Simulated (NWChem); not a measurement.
# C2H6BFS; SMILES CSB(C)F

```xyz
11

B     -0.0022     0.8440    -0.0002
F      0.8226     1.8978     0.0001
C     -1.5602     1.0595    -0.0006
H     -2.0319     0.5975    -0.8779
H     -1.8118     2.1253    -0.0022
H     -2.0318     0.6003     0.8783
S      0.8480    -0.7631     0.0000
C     -0.5335    -1.9749    -0.0001
H     -1.1529    -1.8685     0.8932
H     -0.0803    -2.9683    -0.0001
H     -1.1528    -1.8685    -0.8936
```
Atoms are numbered in this order, from 1.

Level: B3LYP/6-31G* (spherical d) (NWChem), optimised geometry, unscaled harmonic frequencies. B3LYP is NWChem's, with the RPA form of VWN correlation.

Problem. List the harmonic frequencies with IR intensities, and the thermochemistry.

Solution. 
| frequency (cm⁻¹) | IR intensity (km/mol) |
|---|---|
| 27 | 0.2 |
| 109 | 0.3 |
| 129 | 0.3 |
| 188 | 0.6 |
| 329 | 0.8 |
| 363 | 2.1 |
| 436 | 4.6 |
| 601 | 15.4 |
| 715 | 1.8 |
| 848 | 8.8 |
| 891 | 19.6 |
| 986 | 5.3 |
| 1004 | 17.8 |
| 1110 | 219.2 |
| 1306 | 188.5 |
| 1388 | 96.7 |
| 1394 | 6.0 |
| 1495 | 2.1 |
| 1495 | 1.3 |
| 1511 | 9.9 |
| 1514 | 16.3 |
| 3041 | 1.1 |
| 3078 | 20.0 |
| 3095 | 9.5 |
| 3127 | 16.6 |
| 3163 | 8.9 |
| 3170 | 6.8 |

The zero-point energy comes out as 52.2 kcal/mol and the thermal correction to the enthalpy at 298.15 K (with zero-point energy) comes out as 57.3 kcal/mol. The heat capacity Cv is 22.8 cal/(mol K), the entropy at 298.15 K and 1 atm (symmetry number 1) is 85.3 cal/(mol K) and the dipole moment is 2.66 D.

Rigid rotor and harmonic oscillator; modes under 100 cm⁻¹ make the entropy uncertain.
